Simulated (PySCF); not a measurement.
# Interval between two levels of Si by level of theory

Si [Ne] 3s2 3p2 [3P2, M_J = 2] → Si [Ne] 3s1 3p2 4s1 [5P3, M_J = 3], as a difference of total energies. Calculation: PySCF 2.14, in x2c-TZVPall-2c with one added diffuse shell each of s, p type (6s7p2d1f, 44 functions); the two-component X2C-1e Hamiltonian. Correlated levels: [Ne] frozen; the 6 highest virtual spinors dropped. "Screened" scales the spin-orbit matrix elements by Boettger's factors to mimic the two-electron term; Breit and QED terms are absent.

```json
{"method": "GHF (spin-free)", "interval between two levels (cm⁻¹)": "69240"}
{"method": "GMP2 (spin-free)", "interval between two levels (cm⁻¹)": "78296"}
{"method": "GHF (screened spin-orbit)", "interval between two levels (cm⁻¹)": "69270"}
{"method": "GMP2 (screened spin-orbit)", "interval between two levels (cm⁻¹)": "78324"}
```

The labels give the starting determinants; with spin-orbit coupling the two ends relaxed to ⟨J²⟩ = 6.01, ⟨L²⟩ = 2.01, ⟨S²⟩ = 2.00 and ⟨J²⟩ = 12.01, ⟨L²⟩ = 2.01, ⟨S²⟩ = 6.00.

The promoted electron is Rydberg-like, and one or two diffuse shells describe it only roughly, which tends to raise the upper state.
